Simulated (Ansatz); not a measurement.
Calculated with Ansatz (gas phase, PBE0-D4/def2-TZVP geometries, no zero-point term in ΔE). CBS: MP2 limit from def2 TZ/QZ plus the TZ coupled-cluster correction, frozen cores. Functionals use def2-TZVPP. Each species was taken in one conformer, which may not be the lowest.

Reaction (formal exchange of groups at a C–Al bond): `C[NH][Al]([CH3])[F]` + `CB[SiH2]N` → `CB(C)[SiH2]N` + `C[NH][AlH][F]`

Problem. Is it downhill or uphill in electronic energy at CCSD(T)/CBS, and by how much? (Best estimate.)

Solution. Computed: Nearly level: ΔE = +0.1 kJ/mol.

Problem. What do these levels give: BHLYP-D4, CAM-B3LYP-D4, r2SCAN, r2SCANh, RPA@PBE/def2-TZVPP, CCSD(T)/def2-TZVPP? (An estimate is asked.)

Solution. Computed: BHLYP-D4 0.0, CAM-B3LYP-D4 -1.2, r2SCAN -0.2, r2SCANh -0.1, RPA@PBE/def2-TZVPP -1.7, CCSD(T)/def2-TZVPP -0.7 kJ/mol.

Largest T1 diagnostic among the species: 0.012.

Leaving LDA and LC-ωPBE aside and taking each functional with its dispersion term where it has one, the values, not all of them listed here, spread over 11.7 kJ/mol, from B97M-V to B2PLYP. LDA lies −6.8 kJ/mol from PBE without D4. In def2-TZVPP, CCSD(T) changes the Hartree–Fock value by −3.3 kJ/mol (the triples alone add −0.9 kJ/mol) and MP2 by −3.8 kJ/mol. At CCSD(T), def2-SVP lies −6.4 kJ/mol from the extrapolated value and def2-TZVPP −0.8 kJ/mol.
